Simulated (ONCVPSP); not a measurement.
## Pseudopotential generation for sulfur: ONCV, PBEsol, scalar-relativistic.

The input file (ONCVPSP 4.0.1):

```
# ATOM AND REFERENCE CONFIGURATION
# atsym  z   nc   nv     iexc    psfile
  S 16.00    1    4  -116133      upf
#
#   n    l    f
    1    0    2.00
    2    0    2.00
    2    1    6.00
    3    0    2.00
    3    1    4.00
#
# PSEUDOPOTENTIAL AND OPTIMIZATION
# lmax
    1
#
#   l,   rc,      ep,       ncon, nbas, qcut
    0    0.85    0.00    4    7   17.90
    1    0.70    0.00    4    9   20.00
#
# LOCAL POTENTIAL
# lloc, lpopt,  rc(5),   dvloc0
    4    1    0.65    3.00
#
# VANDERBILT-KLEINMAN-BYLANDER PROJECTORs
# l, nproj, debl
    0    2    1.10
    1    2    3.20
#
# MODEL CORE CHARGE
# icmod, fcfact, rcfact
    3    5.00    1.65
#
# LOG DERIVATIVE ANALYSIS
# epsh1, epsh2, depsh
   -9.00    5.00    0.04
#
# OUTPUT GRID
# rlmax, drl
    6.00    0.01
#
# TEST CONFIGURATIONS
# ncnf
    4
# nvcnf
#   n    l    f
    4
    2    0    2.00
    2    1    6.00
    3    0    2.00
    3    1    3.00
#
    4
    2    0    2.00
    2    1    6.00
    3    0    2.00
    3    1    2.00
#
    4
    2    0    2.00
    2    1    6.00
    3    0    2.00
    3    1    1.00
#
    4
    2    0    2.00
    2    1    5.00
    3    0    2.00
    3    1    4.00
#
```

Command:

```bash
oncvpsp.x < S.dat > S.out
```

The program printed (shortened: citation, most of the input echo, consistency checks and plot data are left out):

```
ONCVPSP  (Optimized Norm-Conservinng Vanderbilt PSeudopotential)
scalar-relativistic version 4.0.1

#   n    l    f        energy (Ha)
    1    0    2.00    -8.8262478E+01
    2    0    2.00    -7.7629830E+00
    2    1    6.00    -5.7445831E+00
    3    0    2.00    -6.3187900E-01
    3    1    4.00    -2.5645142E-01

Reference configufation results
  iterations    23
  all-electron total energy (Ha)   -3.98405760D+02

Begin loop to  construct optimized pseudo wave functions
and semi-local pseudopoentials for all angular momenta

Calculating optimized projector #   1

 for l=   0

    Fraction of norm inside rc  0.946228
    Optimizing pswf for qcut=  17.88 a_B^-1,  ecut= 159.87 Ha
    Residual kinetic energy error=  6.34D-08 Ha

    Energy error per electron        Cutoff
         Ha          eV             Ha
         0.01000     0.27211       32.87
         0.00100     0.02721       67.44
         0.00010     0.00272       95.05
         0.00001     0.00027      115.69

Calculating optimized projector #   2

 for l=   0

    Fraction of norm inside rc  0.061965
    Optimizing pswf for qcut=  17.88 a_B^-1,  ecut= 159.87 Ha
    Residual kinetic energy error=  1.06D-08 Ha

    Energy error per electron        Cutoff
         Ha          eV             Ha
         0.01000     0.27211       26.47
         0.00100     0.02721       59.58
         0.00010     0.00272       92.29
         0.00001     0.00027      112.82

Calculating optimized projector #   1

 for l=   1

    Fraction of norm inside rc  0.878621
    Optimizing pswf for qcut=  19.98 a_B^-1,  ecut= 199.66 Ha
    Residual kinetic energy error=  7.53D-06 Ha

    Energy error per electron        Cutoff
         Ha          eV             Ha
         0.01000     0.27211      135.25
         0.00100     0.02721      160.03
         0.00010     0.00272      179.23
         0.00001     0.00027      196.92

Calculating optimized projector #   2

 for l=   1

    Fraction of norm inside rc  0.031019
    Optimizing pswf for qcut=  19.98 a_B^-1,  ecut= 199.66 Ha
    Residual kinetic energy error=  2.57D-06 Ha

    Energy error per electron        Cutoff
         Ha          eV             Ha
         0.01000     0.27211      108.00
         0.00100     0.02721      142.08
         0.00010     0.00272      168.20
         0.00001     0.00027      188.23

Construct Vanderbilt / Kleinmman-Bylander projectors

B matrix Hermiticity error, ll=   0
   1   2    1.1728E-03

  Orthonormal projector coefficients  6.2582E+00 -1.4189E+00

B matrix Hermiticity error, ll=   1
   1   2    7.1319E-04

  Orthonormal projector coefficients -3.0272E+01 -7.8749E+00

Model core correction analysis
  based on d2Exc/dn_idn_j

d2excae - all-electron derivatives

   -9.728119D-02   -8.834123D-02   -6.504523D-03   -3.725635D-03
   -8.834261D-02   -9.846035D-02   -6.750677D-03   -4.990228D-03
   -6.504632D-03   -6.750817D-03   -3.536157D-02   -2.875666D-02
   -3.725772D-03   -4.990446D-03   -2.875785D-02   -2.676685D-02

d2excps - pseudofunction derivatives with no core correction

   -9.825186D-02   -9.477742D-02   -6.998140D-03   -4.467860D-03
   -9.477824D-02   -1.002189D-01   -7.113660D-03   -5.041022D-03
   -6.998610D-03   -7.113820D-03   -3.542341D-02   -2.880754D-02
   -4.468083D-03   -5.041270D-03   -2.880873D-02   -2.676976D-02

rms 2nd derivative error    2.355098E-03

rmatch, rhocmatch    0.1593  211.9495

Teter function model core charge with specified parameters

d2excps - pseudofunction derivatives with core correction

   -8.802599D-02   -9.017324D-02   -5.929611D-03   -4.115403D-03
   -9.017290D-02   -9.675637D-02   -6.625421D-03   -4.762824D-03
   -5.929589D-03   -6.625548D-03   -3.531275D-02   -2.877144D-02
   -4.115510D-03   -4.763049D-03   -2.877263D-02   -2.674903D-02

rms 2nd derivative error    2.454223E-03

Pseudoatom total energy -150.920622

Diagnostic tests using Vanderbilt-Kleinman-Bylander pseudopotentials
  1 or more projectors used as specified by nproj input data

   l    rcore       rmatch      e in        delta e   norm test  slope test

   0   0.8503606   0.8761794  -7.7629830   0.0000215   1.0002972   1.0002739
   0   0.8503606   0.8761794  -0.6318790   0.0000295   1.0000747   1.0000615

   1   0.7022112   0.7235318  -5.7445831  -0.0000741   1.0002517   1.0002980
   1   0.7022112   0.7235318  -0.2564514   0.0000429   1.0001762   1.0001694

 Testing for bound ghosts
   n   l    E NL Schr. Eq   E Basis Diag.   E Cutoff

   1   0       -7.762962       -7.762955    262.43
   2   0       -0.631849       -0.375120    262.43

   2   1       -5.744657       -5.744205    802.36
   3   1       -0.256409        0.611653    802.36

 Testing for highly-localized positive-energy ghosts
       l    <radius>/rc     E Basis Diag.   E Cutoff

Test configuration 0

   n   l     f        eae           eps        diff
   1   0  2.0000  -88.26247830
   2   0  2.0000   -7.76298304   -7.76296150    2.15D-05
   2   1  6.0000   -5.74458307   -5.74465714   -7.41D-05
   3   0  2.0000   -0.63187900   -0.63184946    2.95D-05
   3   1  4.0000   -0.25645142   -0.25640854    4.29D-05

    Total energies and differences
      AE_ref= -3.98405760D+02  AE_tst= -3.98405760D+02  dif=  0.00D+00
      PS_ref= -1.50920622D+02  PS_tst= -1.50920622D+02  dif= -5.68D-13
      PSP excitation error=  5.68D-13

Test configuration 1

   n   l     f        eae           eps        diff
   1   0  2.0000  -88.70235913
   2   0  2.0000   -8.19387787   -8.19384204    3.58D-05
   2   1  6.0000   -6.17642025   -6.17576135    6.59D-04
   3   0  2.0000   -1.01275304   -1.01272156    3.15D-05
   3   1  3.0000   -0.61576760   -0.61567508    9.25D-05

    Total energies and differences
      AE_ref= -3.98405760D+02  AE_tst= -3.97974570D+02  dif=  4.31D-01
      PS_ref= -1.50920622D+02  PS_tst= -1.50489465D+02  dif=  4.31D-01
      PSP excitation error=  3.33D-05

Test configuration 2

   n   l     f        eae           eps        diff
   1   0  2.0000  -89.23418351
   2   0  2.0000   -8.70741313   -8.70748547   -7.23D-05
   2   1  6.0000   -6.69178407   -6.68985946    1.92D-03
   3   0  2.0000   -1.44498303   -1.44494950    3.35D-05
   3   1  2.0000   -1.02662573   -1.02642376    2.02D-04

    Total energies and differences
      AE_ref= -3.98405760D+02  AE_tst= -3.97157223D+02  dif=  1.25D+00
      PS_ref= -1.50920622D+02  PS_tst= -1.49672205D+02  dif=  1.25D+00
      PSP excitation error=  1.21D-04

Test configuration 3

   n   l     f        eae           eps        diff
   1   0  2.0000  -89.84911961
   2   0  2.0000   -9.29321392   -9.29351634   -3.02D-04
   2   1  6.0000   -7.28043621   -7.27661622    3.82D-03
   3   0  2.0000   -1.91719785   -1.91714541    5.24D-05
   3   1  1.0000   -1.47860805   -1.47819218    4.16D-04

    Total energies and differences
      AE_ref= -3.98405760D+02  AE_tst= -3.95907754D+02  dif=  2.50D+00
      PS_ref= -1.50920622D+02  PS_tst= -1.48422958D+02  dif=  2.50D+00
      PSP excitation error=  3.43D-04

Test configuration 4

   n   l     f        eae           eps        diff
   1   0  2.0000  -90.01492618
   2   0  2.0000   -8.98579315   -8.99496620   -9.17D-03
   2   1  5.0000   -7.03525057   -7.00451275    3.07D-02
   3   0  2.0000   -1.12698295   -1.12849639   -1.51D-03
   3   1  4.0000   -0.70393162   -0.70273837    1.19D-03

    Total energies and differences
      AE_ref= -3.98405760D+02  AE_tst= -3.92030478D+02  dif=  6.38D+00
      PS_ref= -1.50920622D+02  PS_tst= -1.44558490D+02  dif=  6.36D+00
      PSP excitation error=  1.32D-02
```

The run took about 3.3 s on one core of a shared server CPU.
